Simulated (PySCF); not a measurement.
# Choosing a basis for TDDFT

Species: C2H3F3GeS.
Structure used (PBE0-D3(BJ)/def2-SVP), in Å, numbered top down from 1:
```xyz
10
C2H3F3GeS angstrom
F     -2.3214   -1.8519    0.0837
C     -1.3721   -0.9924    0.3349
F     -1.0077   -1.0206    1.5963
C     -0.8044   -0.1735   -0.5542
F     -1.2241   -0.2349   -1.8250
Ge     0.6366    1.0707   -0.1369
S      2.6281    0.0987   -0.3543
H      0.4509    1.5921    1.2943
H      0.6009    2.1826   -1.1890
H      2.4638   -0.6918    0.7291
```

TDDFT with PBE0 (PySCF), vertical singlets, core orbitals frozen in the response, spherical d and f functions. The structure is a single PBE0-D3(BJ)/def2-SVP conformer in the gas phase; no vibrational or solvent corrections. The PBE0/6-31G* calculation is non-relativistic and has no spin–orbit coupling, an omission that weighs most on germanium.

| basis | functions | diffuse | S1 (eV) | S2 (eV) | S3 (eV) | S4 (eV) | S5 (eV) | LUMO (eV) | α (au) |
| --- | --- | --- | --- | --- | --- | --- | --- | --- | --- |
| 6-31G* | 126 | no | 5.53 | 6.04 | 6.38 | 6.60 | 6.95 | -0.52 | 64.1 |
| def2-SVP | 135 | no | 5.59 | 6.33 | 6.44 | 6.67 | 7.10 | -0.52 | 63.7 |
| def2-SVPD | 198 | yes | 5.42 | 5.95 | 6.10 | 6.42 | 6.48 | -0.89 | 79.2 |
| aug-cc-pVDZ | 205 | yes | 5.41 | 5.79 | 5.97 | 6.19 | 6.27 | -0.86 | 79.5 |
| def2-TZVP | 258 | no | 5.51 | 6.10 | 6.19 | 6.46 | 6.70 | -0.66 | 73.8 |

Task: Compare the sets with the largest diffuse one.

Result: States are compared by their number. Against the largest diffuse basis here (aug-cc-pVDZ, itself not a converged limit), sets without diffuse functions differ by up to 0.18 eV in S1 and 0.82 eV in S5; the smaller diffuse sets differ by up to 0.01 and 0.21 eV. S1 is led by HOMO-1→LUMO (59%) in 6-31G* and by HOMO→LUMO (63%) in aug-cc-pVDZ. State by state, the largest deviation of a set without diffuse functions is S1 0.18, S2 0.54, S3 0.47, S4 0.49, S5 0.82 eV. The same number needn't mean the same state in each row. Against aug-cc-pVDZ the polarisability deviates by -19% in 6-31G*, -20% in def2-SVP, 0% in def2-SVPD, -7% in def2-TZVP.
